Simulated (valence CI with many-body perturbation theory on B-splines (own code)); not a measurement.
# Ru¹¹⁺: electric-dipole lines

Level of theory: relativistic CI+MBPT: five valence electrons over a frozen Dirac-Fock core [Ar] 3d10, a basis of 9 s, 9 p, 8 d, 6 f, 3 g, 1 h functions for each j, with the one-electron correlation potential Σ1, the two-electron term Σ2, the three-electron term Σ3, Breit, model QED; selected CI, second order for the rest, scaled by the run's own slope (own B-spline code, finite nucleus).

No measured levels were compared; by estimate levels hold to about 250 cm⁻¹ or 0.2 % of their energy and the worst to 1 %, as in measured heavy ions of charge 2 to 7; those with d or f electrons hold less well. Among the levels kept, up to 630 cm⁻¹ of a level comes from second order outside the variational space, and about a tenth of that is noise between levels of different J, which matters for small intervals.

Lines 101 to 150 of 179 in falling wavelength, among levels below 659180 cm⁻¹, chosen from the strongest by gf and those to the six lowest levels. Wavelengths and rates use the calculated energies, so an error of 800 cm⁻¹ moves a line at 24.98 nm by 0.2 % and its rate by three times that or more. Electric multipoles are in the length gauge, E1 and E2 with the static RPA response of the core. Weak lines are less certain than strong ones. Lines between different terms over intervals too small for the method are left out, as are lines whose strength nearly cancels.

Names give the largest LS component (configuration and term), which can be under half, so a name can repeat, a term be missing and a line seem to break the LS rules; names also repeat where a configuration has a term twice. Letters in brackets count levels of one name in rising energy.

| λ vac (nm) | Upper | Lower | A (s⁻¹) | S (a.u.) with core polarisation | S without |
| --- | --- | --- | --- | --- | --- |
| 24.98 | 4s2 4p2 4d 2F_5/2 [a] | 4s2 4p3 2D°_3/2 | 2.77e+06 | 1.28e-04 | 1.49e-04 |
| 24.87 | 4s2 4p2 4d 2P_1/2 [a] | 4s2 4p3 2P°_3/2 | 1.05e+10 | 1.59e-01 | 1.74e-01 |
| 24.87 | 4s2 4p2 4d 2P_3/2 [a] | 4s2 4p3 2P°_1/2 | 1.63e+09 | 4.96e-02 | 5.41e-02 |
| 24.81 | 4s2 4p2 4d 4P_3/2 | 4s2 4p3 2P°_3/2 | 6.87e+08 | 2.07e-02 | 2.25e-02 |
| 24.67 | 4s 4p4 2P_1/2 | 4s2 4p3 4S°_3/2 | 2.10e+06 | 3.11e-05 | 3.44e-05 |
| 24.61 | 4s2 4p2 4d 4D_1/2 | 4s2 4p3 2D°_3/2 | 3.97e+09 | 5.85e-02 | 6.36e-02 |
| 24.53 | 4s2 4p2 4d 4D_5/2 | 4s2 4p3 2D°_5/2 | 1.86e+09 | 8.14e-02 | 8.78e-02 |
| 24.51 | 4s2 4p2 4d 4D_3/2 | 4s2 4p3 2D°_3/2 | 2.57e+07 | 7.46e-04 | 7.52e-04 |
| 24.37 | 4s2 4p2 4d 4F_3/2 | 4s2 4p3 4S°_3/2 | 1.64e+09 | 4.69e-02 | 5.09e-02 |
| 24.24 | 4s2 4p2 4d 4P_1/2 | 4s2 4p3 2P°_3/2 | 7.62e+09 | 1.07e-01 | 1.17e-01 |
| 24.23 | 4s2 4p2 4d 2D_3/2 [a] | 4s2 4p3 2P°_3/2 | 1.10e+06 | 3.09e-05 | 3.10e-05 |
| 23.85 | 4s2 4p2 4d 4F_5/2 | 4s2 4p3 4S°_3/2 | 2.60e+09 | 1.04e-01 | 1.12e-01 |
| 23.84 | 4s2 4p2 4d 4D_5/2 | 4s2 4p3 2D°_3/2 | 1.10e+09 | 4.42e-02 | 4.75e-02 |
| 23.57 | 4s2 4p2 4d 2P_3/2 [a] | 4s2 4p3 2D°_5/2 | 3.56e+10 | 9.21e-01 | 1.00e+00 |
| 23.51 | 4s2 4p2 4d 2P_1/2 [a] | 4s2 4p3 2P°_1/2 | 9.12e+09 | 1.17e-01 | 1.27e-01 |
| 23.45 | 4s2 4p2 4d 4P_3/2 | 4s2 4p3 2P°_1/2 | 2.08e+08 | 5.31e-03 | 5.60e-03 |
| 23.41 | 4s2 4p2 4d 2D_5/2 [a] | 4s2 4p3 2P°_3/2 | 5.06e+09 | 1.92e-01 | 2.09e-01 |
| 23.40 | 4s2 4p2 4d 4D_7/2 | 4s2 4p3 2D°_5/2 | 1.70e+09 | 8.59e-02 | 9.20e-02 |
| 23.11 | 4s2 4p2 4d 2F_5/2 [a] | 4s2 4p3 4S°_3/2 | 9.69e+08 | 3.54e-02 | 3.82e-02 |
| 22.98 | 4s2 4p2 4d 2D_3/2 [b] | 4s2 4p3 2P°_3/2 | 9.23e+08 | 2.21e-02 | 2.41e-02 |
| 22.94 | 4s2 4p2 4d 4P_1/2 | 4s2 4p3 2P°_1/2 | 9.22e+09 | 1.10e-01 | 1.20e-01 |
| 22.94 | 4s2 4p2 4d 2P_3/2 [a] | 4s2 4p3 2D°_3/2 | 3.09e+10 | 7.37e-01 | 8.01e-01 |
| 22.93 | 4s2 4p2 4d 2D_3/2 [a] | 4s2 4p3 2P°_1/2 | 4.08e+09 | 9.72e-02 | 1.04e-01 |
| 22.79 | 4s2 4p2 4d 4D_1/2 | 4s2 4p3 4S°_3/2 | 1.33e+08 | 1.55e-03 | 1.67e-03 |
| 22.77 | 4s2 4p2 4d 2G_7/2 | 4s2 4p3 2D°_5/2 | 3.16e+09 | 1.47e-01 | 1.58e-01 |
| 22.72 | 4s2 4p2 4d 2P_1/2 [b] | 4s2 4p3 2P°_3/2 | 4.91e+08 | 5.68e-03 | 6.20e-03 |
| 22.71 | 4s2 4p2 4d 4D_3/2 | 4s2 4p3 4S°_3/2 | 3.75e+09 | 8.68e-02 | 9.40e-02 |
| 22.60 | 4s2 4p2 4d 2D_5/2 [b] | 4s2 4p3 2P°_3/2 | 1.57e+07 | 5.37e-04 | 5.64e-04 |
| 22.51 | 4s2 4p2 4d 4P_5/2 | 4s2 4p3 2D°_5/2 | 1.01e+10 | 3.40e-01 | 3.69e-01 |
| 22.35 | 4s2 4p2 4d 2F_5/2 [b] | 4s2 4p3 2P°_3/2 | 3.45e+09 | 1.14e-01 | 1.24e-01 |
| 22.29 | 4s2 4p2 4d 4P_3/2 | 4s2 4p3 2D°_5/2 | 9.12e+09 | 2.00e-01 | 2.16e-01 |
| 22.13 | 4s2 4p2 4d 4D_5/2 | 4s2 4p3 4S°_3/2 | 4.10e+09 | 1.32e-01 | 1.42e-01 |
| 21.93 | 4s2 4p2 4d 4P_5/2 | 4s2 4p3 2D°_3/2 | 1.02e+10 | 3.18e-01 | 3.44e-01 |
| 21.82 | 4s2 4p2 4d 2D_3/2 [a] | 4s2 4p3 2D°_5/2 | 3.62e+09 | 7.41e-02 | 8.07e-02 |
| 21.81 | 4s2 4p2 4d 2D_3/2 [b] | 4s2 4p3 2P°_1/2 | 1.22e+10 | 2.49e-01 | 2.71e-01 |
| 21.77 | 4s2 4p2 4d 2P_1/2 [a] | 4s2 4p3 2D°_3/2 | 1.11e+10 | 1.14e-01 | 1.24e-01 |
| 21.74 | 4s2 4p2 4d 2S_1/2 | 4s2 4p3 2P°_3/2 | 9.06e+10 | 9.20e-01 | 9.97e-01 |
| 21.73 | 4s2 4p2 4d 4P_3/2 | 4s2 4p3 2D°_3/2 | 3.53e+08 | 7.15e-03 | 7.63e-03 |
| 21.67 | 4s2 4p2 4d 2P_3/2 [b] | 4s2 4p3 2P°_3/2 | 6.52e+10 | 1.31e+00 | 1.42e+00 |
| 21.57 | 4s2 4p2 4d 2P_1/2 [b] | 4s2 4p3 2P°_1/2 | 9.42e+10 | 9.34e-01 | 1.01e+00 |
| 21.35 | 4s2 4p2 4d 2P_3/2 [a] | 4s2 4p3 4S°_3/2 | 6.68e+09 | 1.28e-01 | 1.40e-01 |
| 21.28 | 4s2 4p2 4d 4P_1/2 | 4s2 4p3 2D°_3/2 | 4.21e+10 | 4.01e-01 | 4.36e-01 |
| 21.28 | 4s2 4p2 4d 2D_3/2 [a] | 4s2 4p3 2D°_3/2 | 4.92e+09 | 9.36e-02 | 1.01e-01 |
| 21.16 | 4s2 4p2 4d 2D_5/2 [a] | 4s2 4p3 2D°_5/2 | 8.25e+10 | 2.32e+00 | 2.51e+00 |
| 20.80 | 4s2 4p2 4d 2D_3/2 [b] | 4s2 4p3 2D°_5/2 | 2.21e+10 | 3.93e-01 | 4.26e-01 |
| 20.69 | 4s2 4p2 4d 2S_1/2 | 4s2 4p3 2P°_1/2 | 1.30e+09 | 1.14e-02 | 1.23e-02 |
| 20.66 | 4s2 4p2 4d 2D_3/2 [c] | 4s2 4p3 2P°_3/2 | 5.48e+10 | 9.54e-01 | 1.03e+00 |
| 20.65 | 4s2 4p2 4d 2D_5/2 [a] | 4s2 4p3 2D°_3/2 | 1.51e+10 | 3.94e-01 | 4.25e-01 |
| 20.63 | 4s2 4p2 4d 2P_3/2 [b] | 4s2 4p3 2P°_1/2 | 5.05e+10 | 8.75e-01 | 9.47e-01 |
| 20.52 | 4s2 4p2 4d 2D_5/2 [c] | 4s2 4p3 2P°_3/2 | 1.68e+11 | 4.31e+00 | 4.65e+00 |
